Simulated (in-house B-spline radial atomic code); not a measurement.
Pm7+: [Kr] 4d10 4f3 5s2 5p2 9d1 (an excited or competing configuration)

Computed with a radial B-spline atomic code at the basis-set limit: Dirac-Hartree-Fock, average of configuration, Fermi nucleus of rms radius 4.962 fm.

Effective charges: Z_r = [3n² - l(l+1)]/(2<r>) from the radius, Z_e = n√(-2ε) from the energy, and Slater's rules. Values are occupation-weighted means over j. An effective charge above Z reflects the relativistic contraction of the inner shells.

| shell | electrons | ε (eV) | <r> (bohr) | Z_r | Z_e | Slater |
| --- | --- | --- | --- | --- | --- | --- |
| 1s | 2 | -45569 | 0.02317 | 64.73 | 57.87 | 60.70 |
| 2s | 2 | -7623.4 | 0.09836 | 61.00 | 47.34 | 56.85 |
| 2p | 6 | -6832.5 | 0.08686 | 57.56 | 44.82 | 56.85 |
| 3s | 2 | -1806.2 | 0.2591 | 52.11 | 34.57 | 49.75 |
| 3p | 6 | -1550.1 | 0.2574 | 48.56 | 32.02 | 49.75 |
| 3d | 10 | -1190.1 | 0.2357 | 44.55 | 28.06 | 39.85 |
| 4s | 2 | -475.37 | 0.5895 | 40.71 | 23.64 | 33.25 |
| 4p | 6 | -387.39 | 0.6226 | 36.94 | 21.34 | 33.25 |
| 4d | 10 | -258 | 0.6759 | 31.07 | 17.42 | 21.85 |
| 5s | 2 | -149.18 | 1.31 | 28.62 | 16.56 | 14.10 |
| 4f | 3 | -126.37 | 0.8018 | 22.45 | 12.19 | 14.30 |
| 5p | 2 | -125.6 | 1.435 | 25.44 | 15.19 | 14.10 |
| 9d | 1 | -15.745 | 10.05 | 11.79 | 9.68 | 8.00 |

The least bound orbital is 9d5/2 at -15.72 eV, and it is also the most diffuse (<r> = 10.06 bohr).

Spin-orbit splittings of the orbital energies (j = l + 1/2 above j = l - 1/2 when positive): 2p 561.9 eV, 3p 115.4 eV, 3d 24.67 eV, 4p 25.76 eV, 4d 4.691 eV, 4f 0.5461 eV, 5p 4.96 eV, 9d 0.05336 eV.

For the 1s electron the small component carries 5.13 % of the norm, the zero-frequency Breit interaction raises the level by 129 eV, self-energy by 76.28 eV, and vacuum polarisation lowers it by 11.89 eV.
